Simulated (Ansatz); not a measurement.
Consider the ligand exchange at the Si–O bond: `OB(Cl)O[SiH3]` + `N[SiH2]F` → `F[SiH2]N[SiH3]` + `OB(O)Cl`.

Gas-phase electronic energies from Ansatz, PBE0-D4/def2-TZVP geometries. CCSD(T)/CBS is the MP2 limit (def2-TZVPP, def2-QZVPP) plus CCSD(T) − MP2 in def2-TZVPP, frozen cores. This one scheme is used for every species. Functionals use def2-TZVPP. Each species was taken in one conformer, which may not be the lowest.

(1) Is it downhill or uphill in electronic energy at CCSD(T)/CBS, and by how much? (Best estimate.)

(2) What do these levels give: revPBE-D4, B97M-V, B2PLYP, r2SCAN0, CCSD/def2-SVP, SCS-MP2/def2-TZVPP? (Estimate.)

Largest T1 diagnostic among the species: 0.012.

Answers

(1) Computed: Uphill: ΔE = +0.38 eV.

(2) Ansatz gave: revPBE-D4 0.30, B97M-V 0.39, B2PLYP 0.41, r2SCAN0 0.38, CCSD/def2-SVP 0.29, SCS-MP2/def2-TZVPP 0.39 eV.

In def2-TZVPP, CCSD(T) changes the Hartree–Fock value by −0.11 eV (the triples alone add −0.01 eV) and MP2 by −0.11 eV. Leaving LDA and LC-ωPBE aside and taking each functional with its dispersion term where it has one, the values, not all of them listed here, spread over 0.12 eV, from revPBE-D4 to BHLYP-D4.
